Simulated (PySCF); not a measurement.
# How methods differ on the excitation energy of Rh⁺

Rh⁺ [Kr] 4d8 (3F) → Rh⁺ [Kr] 4d7 5s1 (5F), as a difference of total energies. Calculation: PySCF 2.14, in def2-QZVPPD with the def2 core potential (28 electrons); scalar relativity through the core potential. Correlated levels: valence: 4s2 4p6 frozen; valence and next inner shell: nothing frozen outside the core potential. The calculations carry no spin-orbit coupling.

```
                                method  excitation energy (eV)
                                   UHF                   1.330
                                   LDA                   1.911
                                   PBE                   1.897
                                  PBE0                   1.944
                                r2SCAN                   1.736
                                  MN15                   2.479
                               LC-wPBE                   2.173
                                 wB97X                   2.579
                                 HSE06                   1.916
                         MP2 (valence)                   2.199
                     SCS-MP2 (valence)                   2.518
    MP2 (valence and next inner shell)                   1.985
SCS-MP2 (valence and next inner shell)                   2.170
```

How much does correlation contribute at MP2 (valence and next inner shell)?

1.985 − (1.330) = 0.655 eV, measured against UHF.

Errors of the correlated levels include the incompleteness of this basis and the frozen core.

For comparison: 2.126 eV (measured; NIST levels, between the centres of gravity of the two terms).
